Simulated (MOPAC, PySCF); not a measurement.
C2H4OS, SMILES `C=C(O)S` (S–C–O–H torsion -20°, O–C–S–H torsion -54°), neutral singlet in the gas phase. 

Z-matrix (Å, degrees):
```
C
C 1 1.3316
O 1 1.3628 2 121.54
H 3 0.9663 1 108.23 2 157.16
H 2 1.0787 1 120.53 3 173.58
H 2 1.0827 5 119.66 1 179.32
S 1 1.7736 2 121.94 5 -8.89
H 7 1.3487 1 96.15 2 127.99
```
Charge 0, spin multiplicity 1.

All levels are single points at this geometry (r2SCAN-D4/def2-TZVP); Pople sets use spherical d functions. Orbital energies aren't observables, and empty levels follow the basis.

```csv
level,HOMO (eV),LUMO (eV),gap (eV),dipole (D),"vertical IE, Delta-SCF (eV)"
r2SCAN-D4/def2-TZVP in PySCF,-5.87,-0.81,5.07,1.19,8.83
B3LYP/6-31G* in PySCF,-6.30,0.17,6.47,1.18,8.79
B3LYP/LANL2DZ in PySCF,-6.60,0.02,6.62,1.41,–
M06-2X/6-31G* in PySCF,-7.80,1.31,9.11,1.17,–
SVWN5/6-31G* in PySCF,-5.45,-0.74,4.71,1.30,8.80
HF/3-21G in PySCF,-9.40,4.35,13.74,1.16,–
HF/STO-3G in PySCF,-7.04,8.72,15.76,1.44,–
AM1 in MOPAC,-9.32,0.26,9.58,0.86,–
PM6 in MOPAC,-9.55,-0.28,9.27,1.23,–
```
